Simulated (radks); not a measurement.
The numbers below are computed, except where a source is named.
Spin polarisation of the 3p2 shell in Si. Start: [Ne] 3s2 3p(up 1, down 1); electrons of 3p are moved from spin down to spin up, other shells keep equal spins. Level of theory: non-relativistic Kohn-Sham, r2SCAN, spin-polarised, spherical densities, point nucleus; meta-GGA in the generalised Kohn-Sham scheme (a radial shooting solver on a logarithmic mesh with Libxc functionals).

| moment (Bohr magnetons) | E - E(0) (eV) | e(3p up) (eV) | e(3p down) (eV) | 3s down minus up (eV) | 2p down minus up (eV) |
|---|---|---|---|---|---|
| 0 | 0.000 | -4.115 | -4.115 | 0.000 | 0.000 |
| 0.5 | -0.062 | -4.344 | -3.846 | 0.519 | 0.067 |
| 1 | -0.251 | -4.542 | -3.524 | 1.052 | 0.133 |
| 1.5 | -0.574 | -4.708 | -3.130 | 1.613 | 0.195 |
| 2 | -1.046 | -4.846 | -2.671 | 2.218 | 0.255 |

At moment 2 the spin-polarisation energy is -1.046 eV and the 3p exchange splitting 2.174 eV, that is 1.087 eV per Bohr magneton; E = -I m^2/4 would give I = 1.046 eV.
